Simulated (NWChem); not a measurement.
System: CH3BiCl2O; SMILES [Cl][Bi]([Cl])[O]C

```xyz
8

Bi    -0.1525     0.0007    -0.5244
Cl    -0.7429     1.8817     1.0069
Cl    -0.7500    -1.8793     1.0053
O      1.9233    -0.0037    -0.2095
C      2.4614    -0.0071     1.1028
H      2.1527    -0.9073     1.6824
H      3.5687    -0.0128     1.0108
H      2.1620     0.8957     1.6830
```
Atoms are numbered in this order, from 1.

Program: NWChem. Medium grid unless said otherwise, to which SCAN and Minnesota functionals are sensitive. The geometry was optimised at PBE-D3(BJ)/def2-SVP. Not confirmed as a minimum by frequencies. def2 effective core potentials on Bi; no spin-orbit coupling. B3LYP is NWChem's, with the RPA form of VWN correlation.

Problem. Order these by “highest occupied level (eV)”, lowest first: BHandHLYP/def2-SVP; B3LYP/def2-SVP; LDA (Slater exchange, VWN5)/def2-SVP; MN15/def2-SVP; PW6B95/def2-SVP.

Solution. BHandHLYP/def2-SVP (-9.43), MN15/def2-SVP (-8.74), PW6B95/def2-SVP (-8.06), B3LYP/def2-SVP (-7.63), LDA (Slater exchange, VWN5)/def2-SVP (-6.48)
